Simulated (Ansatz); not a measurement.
Basis-set extrapolation for H$_{5}$O$_{2}$PSi (`O[SiH2]OP`) (PBE0-D4/def2-TZVP geometry, frozen core, Ansatz). Multiplicity 1, RHF reference.

|  | def2-TZVPP | def2-QZVPP |
| --- | --- | --- |
| HF | -782.507844 | -782.535691 |
| MP2 correlation | -0.751495 | -0.812630 |
| CCSD(T) correlation | -0.817385 | not run |

Energies in hartree. Use E(X) = E(∞) + A·exp(−7.88·√X) for Hartree–Fock and E(X) = E(∞) + B·X^(−2.97) for correlation, with X = 3 and 4, and add CCSD(T) minus MP2 of the smaller set to the MP2 limit.

**Question.** What is the CCSD(T) energy at the basis-set limit?

**Answer.** HF limit: -782.535691 + (-0.027847) × 0.13774 = -782.53953. MP2 limit: -0.812630 + (-0.061135) × 0.74074 = -0.85792. Higher-order term: -0.817385 − (-0.751495) = -0.06589. Total: -783.46334 hartree, 362.6 kJ/mol below CCSD(T)/def2-TZVPP.
